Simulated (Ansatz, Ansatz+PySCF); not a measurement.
```csv
atom,x (Å),y (Å),z (Å)
Mo,0.0000,0.0000,0.0000
O,0.0000,0.0000,1.7000
```

Basis set: def2-SVP (spherical functions, with the set's core potentials past Kr). Frozen core: 1 orbital. Correlation on ROHF uses semicanonical orbitals with singles. Charge 0, multiplicity 5.

Computed with Ansatz (development build ahead of 0.2.0); each method stands on the lowest determinant of its kind that the runs found. Restricted functionals stand beside restricted open-shell atoms, which can lie above the unrestricted atoms usual in DFT and then raise those values.

**Question.** Give the atomization energy at this shape (free ground-state atoms in the same class of orbitals less the molecule, no zero-point energy) of quintet MoO by r²SCAN (unrestricted), r²SCAN (restricted open-shell), PBE (unrestricted), PBE (restricted open-shell), ωB97X (unrestricted), ωB97X (restricted open-shell), PBE0 (unrestricted), PBE0 (restricted open-shell), ROHF-MP2, UHF-MP2, UHF, ROHF.

**Answer.**

```json
{"method": "r²SCAN (unrestricted)", "atomization energy": "123.84 kcal/mol"}
{"method": "r²SCAN (restricted open-shell)", "atomization energy": "123.23 kcal/mol"}
{"method": "PBE (unrestricted)", "atomization energy": "142.36 kcal/mol"}
{"method": "PBE (restricted open-shell)", "atomization energy": "141.88 kcal/mol"}
{"method": "ωB97X (unrestricted)", "atomization energy": "128.12 kcal/mol"}
{"method": "ωB97X (restricted open-shell)", "atomization energy": "128.82 kcal/mol"}
{"method": "PBE0 (unrestricted)", "atomization energy": "117.32 kcal/mol"}
{"method": "PBE0 (restricted open-shell)", "atomization energy": "116.50 kcal/mol"}
{"method": "ROHF-MP2", "atomization energy": "25.28 kcal/mol"}
{"method": "UHF-MP2", "atomization energy": "0.30 kcal/mol"}
{"method": "UHF", "atomization energy": "22.39 kcal/mol"}
{"method": "ROHF", "atomization energy": "13.23 kcal/mol"}
```

Caution for UHF-MP2, UHF: the unrestricted determinant is spin contaminated.
